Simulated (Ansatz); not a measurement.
Total energies of Sn₄⁺ (the lowest doublet isomer of a short search) from Ansatz at r2SCAN-D4/def2-TZVP, gas phase (1 Eh = 27.2114 eV = 2625.5 kJ/mol). The reference geometry is relaxed at B3LYP-D4/def2-SVP.

```xyz
4

Sn    0.840   -0.339    1.141
Sn   -0.591    2.221    1.094
Sn    0.591   -2.221   -1.094
Sn   -0.840    0.338   -1.141
```

```tsv
state	geometry	energy (Eh)
charge 1 doublet	reference	-857.38861
charge 0 singlet	reference	-857.64532
charge 1 quartet	relaxed at B3LYP-D4/def2-SVP	-857.35837
```

In the def2 sets Sn takes a core potential; there is no spin–orbit coupling.

(1) Work out the vertical electron affinity, to the singlet.

(2) Which of the charge 1 states is lowest, and how far above it are the others?

(1) E(charge 1 doublet) − E(charge 0 singlet) = -857.38861 − (-857.64532) = 0.25671 Eh = 6.99 eV.

(2) The doublet. quartet: -857.35837 − (-857.38861) = 0.03024 Eh = 79.4 kJ/mol. The quartet differs in its bonds from the reference.

The structure comes from a short search, and lower isomers may exist.
